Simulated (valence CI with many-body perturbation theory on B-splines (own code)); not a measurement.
## Ni13+ in brief

Method: relativistic CI+MBPT: five valence electrons over a frozen Dirac-Fock core [Ne], a basis of 9 s, 9 p, 8 d, 6 f, 3 g, 1 h functions for each j, with the one-electron correlation potential Σ1, the two-electron term Σ2, the three-electron term Σ3, Breit, model QED; selected CI, second order for the rest (own B-spline code, finite nucleus).

No measured spectrum was set against this ion. As an estimate, levels of excited configurations hold to 0.05 to 0.15 % of their energy, terms of the ground configuration to about 0.5 %. Among the levels kept, up to 460 cm⁻¹ of a level comes from second order outside the variational space, and about a tenth of that is noise between levels of different J, which matters for small intervals.

Rates and lifetimes use the calculated energies. Strong lines usually hold to 10 to 20 %, long lifetimes can be off by a factor of two.

Problem. What is the ground level?

Solution. 3s2.3p3 4S°_3/2, composition 92 % 3s2.3p3 4S° + 4 % 3s2.3p3 2P°, g = 1.964.

Problem. What are the static dipole polarisabilities of the lowest levels?

Solution. 3s2.3p3 4S°_3/2 0.258; 3s2.3p3 2D°_3/2 0.254 (tensor 0.019); 3s2.3p3 2D°_5/2 0.256; 3s2.3p3 2P°_1/2 0.251 bohr³, of which the core gives 0.00393.

Problem. Where does the other parity begin?

Solution. At 3s.3p4 4P_5/2, 316340 cm⁻¹.

Problem. How well does LS coupling describe the low levels?

Solution. Among the lowest 20 levels the leading LS term, summed over configurations, holds 88 % on average. For single configurations the figures are 78 % in LS and 59 % in jj coupling. Terms mix most in the J = 7/2 level at 511560 cm⁻¹, where the leading one holds 53 %.

Problem. Among levels below 754160 cm⁻¹, which E1 lines absorb most strongly from the ground level?

Solution. to 3s2.3p2.3d 4P_5/2 at 17.13 nm, f = 0.623; to 3s2.3p2.3d 4P_3/2 at 16.96 nm, f = 0.412; to 3s2.3p2.3d 4P_1/2 at 16.80 nm, f = 0.154.

Problem. Name the longest-lived excited levels whose lifetime is computed, and their main decay.

Solution. 3s2.3p3 2D°_5/2 at 53834 cm⁻¹ lives 71.1 ms, mostly by M1 to 3s2.3p3 4S°_3/2; 3s2.3p3 2D°_3/2 at 46026 cm⁻¹ lives 5.45 ms, mostly by M1 to 3s2.3p3 4S°_3/2; 3s2.3p3 2P°_1/2 at 85484 cm⁻¹ lives 1.50 ms, mostly by M1 to 3s2.3p3 4S°_3/2. The lifetime of 3s2.3p2.3d 4F_9/2 is too uncertain to give, and may be longer. The lifetime of 3s2.3p2.3d 2G_9/2 is too uncertain to give, and may be longer.

Problem. What is the ionisation energy?

Solution. 424.89 eV; NIST lists 429.3 ± 0.8 eV (semi-empirical).
